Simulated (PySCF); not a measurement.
CH4OSe. Atoms are numbered in the order given.

```xyz
7

Se    -0.4020    -0.1722     0.5946
H     -1.2318    -1.0930    -0.2135
O      0.9823    -0.0896    -0.5415
C      0.7925     0.7778    -1.6425
H      0.5384     1.7930    -1.3224
H      1.7418     0.7948    -2.1827
H      0.0064     0.4101    -2.3117
```
Charge 0, spin multiplicity 1.

Geometry: PBE0-D3(BJ)/def2-TZVP. The values are those of a single conformer.

These are TDA-M06-2X/def2-SVPD (PySCF 2.14.0) values and carry that method's errors.

Vertical excitations. Gas-phase values at a fixed geometry.

| state | energy (eV) | λ (nm) | f | main pairs |
|---|---|---|---|---|
| S1 | 3.86 | 322 | 0.002 | HOMO→LUMO 92 % |
| S2 | 5.49 | 226 | 0.005 | HOMO−1→LUMO 82 % |
| S3 | 5.64 | 220 | 0.026 | HOMO→LUMO+1 84 % |
| S4 | 6.95 | 178 | 0.005 | HOMO→LUMO+2 97 % |
| S5 | 7.24 | 171 | 0.112 | HOMO→LUMO+4 48 %, HOMO−2→LUMO 16 %, HOMO→LUMO+5 14 % |
| S6 | 7.27 | 170 | 0.028 | HOMO→LUMO+3 65 %, HOMO→LUMO+4 11 %, HOMO−2→LUMO 10 % |
| S7 | 7.42 | 167 | 0.072 | HOMO→LUMO+5 61 %, HOMO→LUMO+4 26 % |
| S8 | 7.55 | 164 | 0.044 | HOMO−2→LUMO 58 %, HOMO→LUMO+3 20 % |
| S9 | 7.70 | 161 | 0.077 | HOMO−1→LUMO+1 82 % |
| S10 | 8.10 | 153 | 0.004 | HOMO−3→LUMO 76 % |
| T1 | 3.15 | 394 | 0 | HOMO→LUMO 90 % |
| T2 | 4.87 | 255 | 0 | HOMO−1→LUMO 85 % |
| T3 | 5.15 | 241 | 0 | HOMO→LUMO+1 73 %, HOMO→LUMO+5 17 % |
| T4 | 6.19 | 200 | 0 | HOMO−2→LUMO 79 % |
Triplets are in the Tamm–Dancoff approximation.
